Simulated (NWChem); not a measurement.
Basis-set convergence for BF₂I

```xyz
4

B      0.0000     0.0000     1.3235
F     -1.1287     0.0000     1.9868
F      1.1287     0.0000     1.9868
I      0.0000     0.0000    -0.7996
```
Charge 0, spin multiplicity 1.

Everything below was run with NWChem. All single points use one geometry, from PBE0/def2-SVP with def2 effective core potentials on I, a minimum by its harmonic frequencies.

Quantity: first vertical ionisation energy at the level G0W0@PBE0.

Effective core potentials replace the inner electrons of I; spin-orbit coupling is left out. GW and range-separated runs recompute their integrals, the others keep them in memory, which bears on the times. The structure started from a generated list of species.

Costs are rough ratios of processor time within this set of runs, SCF included, with def2-SVP as 1.

```tsv
basis	functions	first vertical ionisation energy (eV)	relative cost
def2-SVP	68	?	1
def2-SVPD	101	?	under 3
def2-TZVP	143	10.22	5
def2-TZVPP	143	10.22	5
def2-TZVPD	176	10.23	9
def2-QZVP	253	?	40
```

**Question.** Fill in the missing entries.

**Answer.** 
- def2-SVP, first vertical ionisation energy (eV): 9.85
- def2-SVPD, first vertical ionisation energy (eV): 9.86
- def2-QZVP, first vertical ionisation energy (eV): 10.49
